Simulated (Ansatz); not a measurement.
Pulling the pair apart

The pair of Cl⁻ (SMILES [Cl-], atom 1) and CH₄ (SMILES C, atoms 2–6), both closed shells, in one local arrangement (a lower one may exist), relaxed at PBE0-D4/def2-TZVPD:

Cl1  (0.103, -0.156, -3.092)
C2  (-0.021, 0.031, 0.616)
H3  (-0.471, 0.977, 0.923)
H4  (0.016, -0.025, -0.478)
H5  (-0.618, -0.795, 1.008)
H6  (0.991, -0.033, 1.023)
(Å)

CH₄ is shifted rigidly along the line between the mean atom positions of the two fragments (negative: closer). Counterpoise interaction energies in kcal/mol. Computed with Ansatz 0.2.0 (basis: def2-TZVPPD); correlated methods freeze the cores.

| shift (Å) | HF | PBE-D4 | MP2 |
| --- | --- | --- | --- |
| -0.26 | 0.63 | -3.35 | -1.97 |
| -0.13 | -0.42 | -3.71 | -2.51 |
| 0.00 | -1.04 | -3.79 | -2.72 |
| 0.13 | -1.37 | -3.70 | -2.74 |
| 0.31 | -1.56 | -3.42 | -2.58 |
| 0.65 | -1.47 | -2.75 | -2.10 |
| 1.31 | -0.99 | -1.68 | -1.25 |
| 2.62 | -0.39 | -0.69 | -0.46 |

(1) What does CCSD(T) give at these shifts? (An estimate is asked for; the value comes from the calculation.)

No T1 diagnostic of these runs exceeds 0.008.

Results:

(1) The calculation gives: -1.86, -2.44, -2.69, -2.72, -2.59, -2.12, -1.26, -0.46 kcal/mol. For zero shift, CCSD(T) at an estimated basis limit (MP2 extrapolated from triple and quadruple zeta, plus CCSD(T) − MP2 in triple zeta) gives -3.06 kcal/mol. These are counterpoise interaction energies, counted from the two frozen fragments.

For scale, one of the runs: CCSD(T)/def2-TZVPPD, 156 basis functions, launched by `ansatz run in.yaml --threads 2 --pin off --events-out ev --progress --plain --max-ram 5222MiB`. Time: 13 s of wall clock on 2 CPU threads of an Arm Neoverse V1; the host was shared. Peak host memory: 1 GiB.
